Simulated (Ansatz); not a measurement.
Calculated with Ansatz (gas phase, PBE0-D4/def2-TZVP geometries, no zero-point term in ΔE). CCSD(T)/CBS is the MP2 limit (def2-TZVPP, def2-QZVPP) plus CCSD(T) − MP2 in def2-TZVPP, frozen cores. Each species was taken in one conformer, which may not be the lowest.

Consider the isomerisation: `O[SiH2][SiH]1CO1` → `C1O[SiH2]O[SiH2]1`.

`O[SiH2][SiH]1CO1`:

```xyz
11

O    -0.239   -2.052    0.487
Si    0.999   -1.349   -0.344
Si    0.235    0.844   -0.598
C    -0.764    1.510    0.765
O    -1.429    0.786   -0.314
H    -1.088   -1.613    0.376
H     1.236   -1.992   -1.667
H     2.242   -1.465    0.457
H     0.671    1.754   -1.687
H    -0.830    1.011    1.729
H    -1.031    2.565    0.795
```

`C1O[SiH2]O[SiH2]1`:

Z-matrix (Å, degrees):
```
Si
O 1 1.649
Si 1 2.775 2 70.0
O 1 1.650 2 102.9 3 -0.2
H 1 1.482 2 111.0 3 118.3
H 1 1.482 2 110.8 3 -118.7
C 2 1.432 1 117.7 3 -0.7
H 3 1.485 1 123.2 2 103.7
H 3 1.485 1 123.0 2 -102.8
H 7 1.095 2 108.9 1 -120.6
H 7 1.094 2 108.8 1 122.6
```

| level | ΔE (eV) |
| --- | --- |
| SCS-MP2/def2-TZVPP | -2.74 |
| HF/def2-QZVPP | -3.11 |
| HF/CBS(def2) | -3.11 |
| CCSD/CBS(def2) | -2.73 |

What does CCSD(T)/CBS give? (Estimate.)

Ansatz gave: -2.65 eV. The listed levels differ from it by -0.09, -0.46, -0.46, -0.08 eV.

Largest T1 diagnostic among the species: 0.014.

From PBE to PBE0 (25 % exact exchange), in def2-TZVPP and without D4, ΔE moves by −0.24 eV. In def2-TZVPP, CCSD(T) changes the Hartree–Fock value by +0.45 eV (the triples alone add +0.08 eV) and MP2 by +0.39 eV.
